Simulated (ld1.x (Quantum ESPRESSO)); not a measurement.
## phosphorus: one change to a TM potential, before and after

```json
{"Element": "P", "Generator": "ld1.x (Quantum ESPRESSO) 7.5", "Type": "norm-conserving Troullier–Martins (Kleinman–Bylander form)", "Functional": "PBE", "Relativity": "scalar-relativistic", "Frozen core": "[Ne]", "Valence charge": "5", "Reference configuration": "3s2 3p3", "Partial waves": "3s (bound): rc 1.30 bohr; 3p (bound): rc 1.60 bohr", "Local potential": "all-electron potential smoothed inside 1.55 bohr (lloc = -1)", "Core correction": "a·sin(br)/r model core, default radius (core density twice the valence density)"}
```

Change: local potential all-electron potential smoothed inside 0.72 bohr (lloc = -1).

Cutoffs: the cutoffs (Ry, on a coarse ladder) from which the occupation-weighted sum of valence levels, in a spherical-Bessel basis at the reference potential, stays within 10 and 1 mRy of its value at 400 Ry; they do not see the model core or the augmentation charge, which bear on the density cutoff. Errors are all-electron minus pseudo energies relative to the spin-unpolarised reference configuration.

Question: How do hardness, ghosts and transferability respond?

Answer: The potential gets neither clearly harder nor softer (35 Ry and 80 Ry → 40 Ry and 80 Ry); a bound ghost appears in s, which as a rule spoils a file; of the 7 tests that both files solve, the error grows in 0 and shrinks in 4 by more than 15 % and 0.3 meV (median size 3.9 → 2.7 meV); the range in which the s phases agree widens (upper end 2.4 → at the end of the scan); the range in which the p phases agree narrows (upper end 4.7 → 2.9). In the separable form a ghost depends on how the local part lies against the semilocal potential of the channel, so the choice of the local part can create or remove one.

```tsv
quantity	base	changed
cutoff, loose	35 Ry	40 Ry
cutoff, tight	80 Ry	80 Ry
loose cutoff by channel (10 mRy a level)	s 18 Ry, p 8 Ry	s 35 Ry, p 8 Ry
bound ghosts	none	s
error for 3s2 3p2, meV [ΔE 9.73 eV]	+3.9	+2.7
error for 3s2 3p1, meV [ΔE 28.88 eV]	+28	+16
error for 3s2 3p0, meV [ΔE 58.62 eV]	+97	+34
error for 3s0 3p5, meV [ΔE 17.20 eV]	-2.9	-0.9
error for 3s2 3p2.5, meV [ΔE 3.77 eV]	+0.6	+0.4
error for 3s1 3p3, meV [ΔE 18.85 eV]	+7.1	+7.0
error for 3s2 3p3.3, meV [ΔE -1.31 eV]	+0.2	+0.2
s: phases at 1.75 bohr within 0.05 rad from the reference energy up to (Ry; the scan ends near 5)	2.4	to the end of the scan
p: phases at 1.75 bohr within 0.05 rad from the reference energy up to (Ry; the scan ends near 5)	4.7	2.9
```

 A true bound ghost makes a file unfit for plane-wave use even where its test errors are small: the radial tests pick states by their node count and pass the ghost by.
